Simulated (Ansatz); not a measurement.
Ansatz (a program for electronic structure) input:

Ansatz 0.2 input:
```yaml
crystal:
  periodic: [false, false, false]
  atoms:
    - {symbol: C, position_ang: [1.93247872, -0.08126440, 0.33074858]}
    - {symbol: C, position_ang: [0.69176641, -0.29335810, 0.02596781]}
    - {symbol: C, position_ang: [-0.61454548, -0.46758402, -0.12127848]}
    - {symbol: O, position_ang: [-1.56059938, 0.62372403, -0.10743010]}
    - {symbol: H, position_ang: [2.60144646, 0.10003207, -0.52662456]}
    - {symbol: H, position_ang: [-1.13045468, -1.41076118, -0.23471314]}
    - {symbol: H, position_ang: [-1.04439465, 1.37417593, 0.20815091]}
basis:
  gaussian:
    orbitals: def2-TZVP
hamiltonian:
  xc: b3lyp
  dispersion: d3bj
total_charge: -1
phonons: {temperatures: {t_min: 298.15, t_max: 298.15, t_step: 100}}
```

Problem. What final total energy does it print?

Solution. -191.33454 Eh (B3LYP-D3(BJ)/def2-TZVP). The basis has 142 functions. The run takes very roughly 2.6 core-minutes.

It need not be the lowest isomer of its formula. Whether it binds its extra electron was not tested at this geometry.
